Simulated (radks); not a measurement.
Problem. Pt39+, configuration [Kr] 4d3. Calculated with a radial shooting solver on a logarithmic mesh with Libxc functionals: Dirac Kohn-Sham, BLYP, spin-unpolarised, spherical densities, finite nucleus; open shells fill j = l - 1/2 first; Fermi nuclear charge, rms radius 5.427 fm. Some entries of the table are withheld. Estimate them.

| orbital | occ. | eigenvalue (hartree) | <r> (bohr) | <r^2> (bohr^2) |
|---|---|---|---|---|
| 1s1/2 | 2 | -2940.553 | 0.01715 | 0.0004063 |
| 2s1/2 | 2 | (1) | 0.07168 | 0.006141 |
| 2p1/2 | 2 | -548.2148 | 0.05904 | 0.004353 |
| 2p3/2 | 4 | -484.6494 | 0.06746 | 0.005540 |
| 3s1/2 | 2 | -180.9418 | 0.1848 | 0.03916 |
| 3p1/2 | 2 | -171.7382 | (2) | 0.03567 |
| 3p3/2 | 4 | -157.4337 | (3) | 0.04172 |
| 3d3/2 | 4 | (4) | 0.1651 | 0.03188 |
| 3d5/2 | 6 | (5) | 0.1696 | 0.03351 |
| 4s1/2 | 2 | -80.75968 | 0.3783 | 0.1610 |
| 4p1/2 | 2 | -76.77668 | 0.3750 | 0.1595 |
| 4p3/2 | 4 | -72.35080 | 0.3977 | 0.1790 |
| 4d3/2 | 3 | (6) | 0.3867 | 0.1712 |
| 4d5/2 | 0 | (7) | 0.3931 | 0.1767 |

Solution. 
(1) 2s1/2 eigenvalue (hartree): -569.0142
(2) 3p1/2 <r> (bohr): 0.1750
(3) 3p3/2 <r> (bohr): 0.1897
(4) 3d3/2 eigenvalue (hartree): -142.2976
(5) 3d5/2 eigenvalue (hartree): -139.1966
(6) 4d3/2 eigenvalue (hartree): -65.95720
(7) 4d5/2 eigenvalue (hartree): -65.01663
